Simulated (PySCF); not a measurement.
# Radial density of I²⁺ (iodine, charge +2)

UHF, [Kr] 4d10 5s2 5p3, high-spin 4S determinant. Calculation: PySCF 2.14, in cc-pVDZ-PP with ECP28MDF (4s3p2d, 23 functions); a scalar-relativistic core potential. This is the valence pseudo-density: the core potential removes the inner electrons and smooths the orbitals near the nucleus.

```csv
r (bohr),4πr²ρ (e/bohr),4πr²(ρα − ρβ)
0.00192,1.047e-05,0.0000
0.00323,2.923e-05,0.0000
0.00544,7.971e-05,0.0000
0.00915,0.0002041,0.0000
0.0154,0.0004494,0.0000
0.0259,0.0007717,0.0000
0.0435,0.001160,0.0000
0.0732,0.002304,0.0001
0.123,0.01616,0.0004
0.207,0.1956,0.0043
0.349,3.168,0.0738
0.586,22.84,0.3972
0.986,18.09,-0.0225
1.66,4.700,1.6220
2.79,1.320,0.9215
4.69,0.05962,0.0526
7.89,5.015e-05,0.0000
```

Energies and moments cover only the electrons outside the core potential.

(1) Where is the radial spin density 4πr²(ρα − ρβ) most negative, and why is it negative at all?

Answers

(1) Around r = 0.986 bohr, down to -0.0225 e/bohr: exchange with the open shell polarises the paired shells in an unrestricted calculation.
